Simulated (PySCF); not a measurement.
Species: C4H8B2Cl2.
Structure used (PBE0-D3(BJ)/def2-SVP), in Å, numbered top down from 1:
```xyz
16
C4H8B2Cl2 angstrom
C      1.989   -1.479   -0.204
C      0.720   -1.153   -0.499
B      0.106    0.256   -0.234
C      0.900    1.439    0.421
C     -1.416    0.492   -0.640
B     -2.234   -0.125    0.520
Cl    -2.539    0.786    1.994
Cl    -2.813   -1.785    0.471
H      2.403   -2.474   -0.404
H      2.673   -0.757    0.254
H      0.094   -1.933   -0.952
H      0.282    1.944    1.181
H      1.869    1.176    0.868
H      1.087    2.200   -0.360
H     -1.638   -0.046   -1.575
H     -1.633    1.567   -0.727
```

All values: PBE0/def2-SVPD (PySCF, non-relativistic), on one gas-phase PBE0-D3(BJ)/def2-SVP geometry that isn't relaxed in the solvent. The solvent is an IEF-PCM continuum (van der Waals radii × 1.2). Specific hydrogen bonds and non-electrostatic terms are outside this model.

Gas phase at PBE0/def2-SVPD: HOMO -8.29 eV, LUMO -2.15 eV, dipole 2.05 D.

**Question.** What does the continuum do to the energy, the frontier levels and the dipole at PBE0/def2-SVPD in chloroform and water?

**Answer.** 
```
   solvent      ε  E(solvent) − E(gas) (kcal/mol)  polarisation term (kcal/mol)  distortion of the solute (kcal/mol)  HOMO (eV)  LUMO (eV)  dipole (D)
chloroform  4.711                           -1.75                         -1.92                                 0.17      -8.16      -2.03        2.49
     water  78.36                           -2.51                         -2.87                                 0.36      -8.14      -2.01        2.69
```

Polarisation term: ½ Σ q·V over the induced surface charges. Distortion: the rise of the solute's own energy as its density leaves the gas-phase optimum. From chloroform to water the lowering changes by a factor 1.43, Onsager's factor (ε − 1)/(2ε + 1) by 1.38 and ε itself by 16.6.

**Question.** Which radius a makes the point-dipole formula ΔE = −[(ε − 1)/(2ε + 1)]·μ²/a³ give the value in water, with the gas-phase dipole?

**Answer.** μ = 0.806 au and |ΔE| = 0.00400 Eh give a = 2.28 Å; the farthest nucleus lies 3.48 Å from the centroid of the nuclei, so such a sphere wouldn't even hold the nuclei. The formula assumes a rigid point dipole at the centre of a sphere.

**Question.** Give the dipole vector in the frame of the coordinates (D, pointing from negative to positive charge), gas and water.

**Answer.** Gas (1.61, 0.34, -1.22), solvent (2.05, 0.53, -1.67). Its length changes by +31 % and its direction by 3°.

**Question.** How does the static polarisability (PBE0/def2-SVPD, frozen core, with the continuum's full static response) change?

**Answer.** 
```csv
medium,isotropic (au),principal values (au),⟨r²⟩ of the electrons (bohr²)
gas,104.2,"84.3, 108.1, 120.4",1676.1
chloroform,129.6,"106.5, 134.9, 147.5",1675.8
water,143.2,"120.6, 148.6, 160.3",1675.6
```

The isotropic value in water is 1.37 times the gas-phase one; no cavity-field correction is applied. ⟨r²⟩ is taken about the centre of nuclear charge.
